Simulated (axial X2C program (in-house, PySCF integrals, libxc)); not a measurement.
**BiSe: from the spin-free to the two-component result**

Calculated with an axial X2C code built on PySCF integrals. Spin-free means the one-electron spin-free X2C Hamiltonian; two-component (2c) means X2C with spin–orbit coupling and atomic mean-field two-electron Coulomb and Gaunt terms, so the difference of the two also holds small scalar two-electron terms. Basis: Bi dyall-cv3z [12s14p10d6f1g], Se dyall-cv3z [8s9p6d4f1g] (cores contracted in-house); Gaussian nuclei, density fitting, unrestricted open shells. Masses: Bi 208.980 u, Se 79.917 u.

Spin-free state: M_S = 1/2, Λ = 1 (beyond evenly filled blocks: π+α); fragments Bi + Se.

```
 level  Re (Å)  ωe (cm⁻¹)  De (eV)  μ (D)
PBEsol   2.425      284.3    3.641  -2.30
```

Dipoles are positive if Se is the positive end.

Within this multiplet, which Ω should lie lowest by the rule for regular and inverted multiplets?

The open π shell holds one electron, so the multiplet is regular: Ω = Λ − 1/2 = 1/2. The PBE0 2c search agrees.

Two-component determinant lowest at the distance of the search:

Ω = 1/2 (⟨Sz⟩ = -0.45, ⟨Lz⟩ = 0.95 at PBEsol); fragments Bi + Se.

```tsv
level	Re (Å)	ωe (cm⁻¹)	De (eV)	μ (D)
PBEsol	2.445	269.3	3.492	-2.65
```

From the two tables, how do the constants change at the PBEsol level (2c against spin-free)?

At the PBEsol level Re rises by 0.020 Å and ωe drops by 15.0 cm⁻¹; De changes by -0.149 eV.

Occupations by symmetry block were frozen at the best pattern of an incomplete PBE0 search. De is counted from the lowest determinant-based energies of the atoms at the same level, without counterpoise correction. Density functionals use the spin component along the axis (collinear). The functionals have no current-density term, which raises determinants with orbital currents, atoms included.
